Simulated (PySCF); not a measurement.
## [Mo(OH)2(CH3)4] (charge 0, multiplicity 1)

Level of theory: TPSSh-D3(BJ)/def2-TZVP // BP86-D3(BJ)/def2-SVP in PySCF.

```json
{
 "HOMO": "-6.63 eV",
 "dipole_moment": "0.87 D",
 "HOMO–LUMO gap": "3.99 eV",
 "LUMO": "-2.64 eV",
 "charge on the central atom (Mulliken)": "1.19 e",
 "total_energy": "-379.6691 Ha",
 "cost": "around 23 core-minutes (rough)"
}
```

```xyz
21

Mo    -0.3201     0.1945    -0.0858
O     -1.7967     0.2217    -1.2564
H     -2.0837    -0.5019    -1.8478
O     -1.1705     0.2107     1.6079
H     -0.8718    -0.2696     2.4043
C     -0.0191     2.2995    -0.1237
H      0.3398     2.7480    -1.0674
H      0.6328     2.6098     0.7180
H     -1.0642     2.6260     0.0855
C      0.0429    -1.5400    -1.4013
H     -0.7459    -2.2589    -1.0752
H      1.0232    -2.0423    -1.3330
H     -0.1361    -1.2547    -2.4606
C      1.7161     0.5088    -0.8781
H      1.5318     0.9329    -1.8912
H      2.3327    -0.4020    -0.9890
H      2.2897     1.2627    -0.3004
C      0.9213    -1.1768     1.0957
H      1.7651    -1.6769     0.5910
H      0.2727    -1.9484     1.5659
H      1.3343    -0.5083     1.8877
```
Charge 0, spin multiplicity 1.
